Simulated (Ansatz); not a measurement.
Ansatz (a quantum-chemistry and plane-wave program) input:
A basis named .json is the Basis Set Exchange file of that set.

Ansatz 0.2 input:
```yaml
crystal:
  periodic: [false, false, false]
  atoms:
    - {symbol: Si, position_ang: [1.00715407, 0.28468245, 0.17360047]}
    - {symbol: O, position_ang: [-0.30915855, -0.50769802, -0.41545000]}
    - {symbol: C, position_ang: [-1.64107861, -0.18925907, -0.04625178]}
    - {symbol: H, position_ang: [2.18800046, -0.34271057, -0.45105360]}
    - {symbol: H, position_ang: [1.08091493, 0.16486738, 1.65269768]}
    - {symbol: H, position_ang: [0.95157032, 1.73046119, -0.16427399]}
    - {symbol: H, position_ang: [-1.89316587, 0.84135799, -0.31665681]}
    - {symbol: H, position_ang: [-1.79732316, -0.31872721, 1.02969620]}
    - {symbol: H, position_ang: [-2.31041357, -0.86366448, -0.57970537]}
basis:
  gaussian:
    orbitals: aug-cc-pV_Q+d_Z.json
magnetization: {spin_polarized: false}
correlation: {method: ccsd_t, electrons: outside_noble_gas}
```

Question: What final total energy does it print?

Answer: -405.89797 Eh (CCSD(T)/aug-cc-pV(Q+d)Z). The basis has 525 functions.
